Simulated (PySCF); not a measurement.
A structure optimised at PBE-D3(BJ)/def2-SVP, used in a PySCF frequency run:

```xyz
11

C     -1.6390    -0.7000     0.7021
Si    -0.5235     0.5492    -0.0978
F     -1.1912     1.0777    -1.4915
O      0.9350    -0.1949    -0.6774
C      1.7876    -0.6801     0.2383
O      1.5926    -0.6643     1.4376
H     -1.1657    -1.0765     1.6302
H     -2.6199    -0.2496     0.9548
H     -1.8118    -1.5549     0.0179
H     -0.1685     1.7485     0.7159
H      2.7030    -1.1018    -0.2503
```

Problem. Write its SMILES and formula.

Solution. C[Si@H](F)OC=O, C2H5FO2Si

Problem. What are its rotational constants (standard atomic weights)?

Solution. 5.0028, 2.0515, 1.6178 GHz
